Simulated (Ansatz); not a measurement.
Geometry optimisation, RHF/def2-SVP (Ansatz).

Input file:

```yaml
crystal:
  periodic: [false, false, false]
  atoms:
    - { symbol: Ga, position_ang: [0.051907, 0.333278, -0.070595] }
    - { symbol: Cl, position_ang: [-0.108526, 0.346223, 2.150192] }
    - { symbol: H, position_ang: [1.489852, 0.547787, -0.624016] }
    - { symbol: H, position_ang: [-1.311761, 0.224788, -0.814901] }
    - { symbol: S, position_ang: [0.303411, -3.017269, 0.767848] }
    - { symbol: H, position_ang: [-0.972411, -3.374792, 0.60772] }
    - { symbol: H, position_ang: [0.069429, -2.207614, 1.847951] }
basis:
  gaussian: { orbitals: def2-SVP }
hamiltonian:
  xc: hf
relax:
  f_tol: 0.03
  max_steps: 50
```

Run as:

```bash
$ ansatz run input.yaml --threads 1 --pin off --max-ram 2048MiB --backend cpu --events-out ev --progress --plain --runs-dir out
```

**Question.** Where does it end, and by what steps?

**Answer.** The run converged. The force dipped under the threshold on the way, but the program's further checks kept it going. After 22 steps the energy has fallen by 0.210 eV; H7 moved furthest, 0.68 Å.

| step | energy less start (eV) | largest force component (eV/Å) | accepted |
| --- | --- | --- | --- |
| 0 | 0.0000 | 0.753 | yes |
| 1 | -0.0653 | 0.955 | yes |
| 2 | -0.1225 | 1.048 | yes |
| 3 | -0.1857 | 0.215 | yes |
| 4 | -0.1663 | 0.969 | no |
| 5 | -0.1942 | 0.150 | yes |
| 6 | -0.1995 | 0.144 | yes |
| 7 | -0.2022 | 0.040 | yes |
| 8 | -0.2038 | 0.019 | yes |
| 9 | -0.1953 | 0.590 | no |
| 10 | -0.2047 | 0.176 | yes |
| 11 | -0.2058 | 0.089 | yes |
| 12 | -0.2050 | 0.134 | no |
| 13 | -0.2063 | 0.025 | yes |
| 14 | -0.2071 | 0.059 | yes |
| 15 | -0.2075 | 0.175 | yes |
| 16 | -0.2085 | 0.077 | yes |
| 17 | -0.2094 | 0.007 | yes |
| 18 | -0.2093 | 0.209 | no |
| 19 | -0.2099 | 0.034 | yes |
| 20 | -0.2091 | 0.254 | no |
| 21 | -0.2077 | 0.099 | no |
| 22 | -0.2102 | 0.010 | yes |

```xyz
7
Properties=species:S:1:pos:R:3
Ga 0.019 0.085 0.024
Cl -0.426 0.591 2.121
H 1.515 0.271 -0.391
H -1.231 0.027 -0.916
S 0.154 -2.680 0.471
H -1.120 -2.850 0.833
H 0.611 -2.592 1.723
```

Time of the run: 46 s on 1 thread of Arm Neoverse V1, with other jobs on the host, peak memory 0.18 GiB.
